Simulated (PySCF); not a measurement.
Compound: C₂H₉ClOSi₂.
Geometry (PBE0-D3(BJ)/def2-SVP, Å), atoms numbered from 1 in this order:
```xyz
15
C2H9ClOSi2 angstrom
C      2.3329    0.3314   -0.0413
Si     1.2263   -1.1656   -0.1736
O     -0.2288   -0.7649   -0.8861
Si    -1.5234    0.2530   -0.8684
C     -2.1754    0.4325    0.8957
Cl    -0.8796    1.0753    1.9586
H      3.2980    0.0588    0.4150
H      2.5328    0.7626   -1.0342
H      1.8599    1.1016    0.5866
H      0.9674   -1.7608    1.1721
H      1.8502   -2.2069   -1.0425
H     -2.6084   -0.3270   -1.7126
H     -1.1493    1.6066   -1.3728
H     -2.4968   -0.5334    1.3124
H     -3.0270    1.1278    0.9481
```

All values: CAM-B3LYP/def2-SVPD (PySCF, non-relativistic), on one gas-phase PBE0-D3(BJ)/def2-SVP geometry that isn't relaxed in the solvent. The solvent is an IEF-PCM continuum (Bondi radii, 1.10 Å for H, scaled by 1.2). The model holds no explicit solvent molecules, cavitation or dispersion.

| medium | total energy (Eh) | HOMO (eV) | LUMO (eV) | dipole (D) |
| --- | --- | --- | --- | --- |
| gas phase | -1195.653782 | -9.487 | 0.855 | 0.915 |
| chloroform (ε = 4.711) | -1195.657083 | -9.416 | 0.975 | 1.181 |

Question: What is E(solvent) − E(gas) in chloroform, in kJ/mol?

Answer: -1195.657083 − (-1195.653782) = -0.003301 Eh = -8.67 kJ/mol.

Question: Scale it by Onsager's factor (ε − 1)/(2ε + 1) to benzene (ε = 2.271), and compare with the calculation.

Answer: The factor goes from 0.356 to 0.229, a ratio of 0.644, which gives -5.58 kJ/mol. The calculation gives -5.39 kJ/mol (total energy -1195.655835 Eh), so the scaled value is 3.6 % too large in size.

Question: Scale the changes of the other columns the same way. What are the values in benzene?

Answer: 
| quantity | scaled | computed | difference |
| --- | --- | --- | --- |
| HOMO (eV) | -9.441 | -9.433 | -0.008 |
| LUMO (eV) | 0.932 | 0.946 | -0.014 |
| dipole (D) | 1.086 | 1.077 | +0.009 |

Question: How does each lowering split into the polarisation term (half the interaction with the induced surface charges) and the distortion of the solute's density?

Answer: chloroform: -9.65 + 0.98 kJ/mol, the distortion taking back 10 % of the polarisation term; benzene: -5.76 + 0.37 kJ/mol, the distortion taking back 6 % of the polarisation term.
